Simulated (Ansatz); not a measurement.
Cd(OH)2 (CdO₂H₂). The state is a triplet with charge 0. Geometry PBE0-D4/def2-TZVP, that of the neutral singlet; atoms count from 1.

```tsv
atom	x (Å)	y (Å)	z (Å)
Cd1	-0.0914	-0.1470	-0.0230
O2	-0.3652	-0.3843	1.9005
H3	-0.6140	0.4326	2.3386
O4	0.0886	-0.0594	-1.9702
H5	0.9819	0.1582	-2.2459
```

In the def2 sets Cd takes a core potential; there is no spin–orbit coupling. At PBE0-D4/def2-TZVP a singlet of charge 0 lies 4.69 eV below the triplet at the same geometry.

Estimate the Mulliken populations from the PBE0/def2-TZVP orbitals of Ansatz.


```tsv
atom	charge (e)	spin (α − β)	d electrons
Cd1	0.35	0.84	9.97
O2	-0.48	0.55	–
H3	0.30	0.03	–
O4	-0.48	0.55	–
H5	0.30	0.03	–
```
Mulliken values and Mayer orders depend strongly on the basis.

Where does the spin sit?

Summed by element: Cd 0.84, O 1.09, H 0.07, of 2 unpaired in all. Largest on single atoms: Cd1 0.84, O4 0.55, O2 0.55.

And the Mayer bond orders between bonded heavy atoms (over 0.3)?

Cd1–O2 0.38 (1.96 Å); Cd1–O4 0.38 (1.96 Å). Values over 0.3 also appear between atoms too far apart for a bond (O2–O4 0.45 at 3.91 Å); they arise where an orbital or an unpaired electron spreads over both atoms.
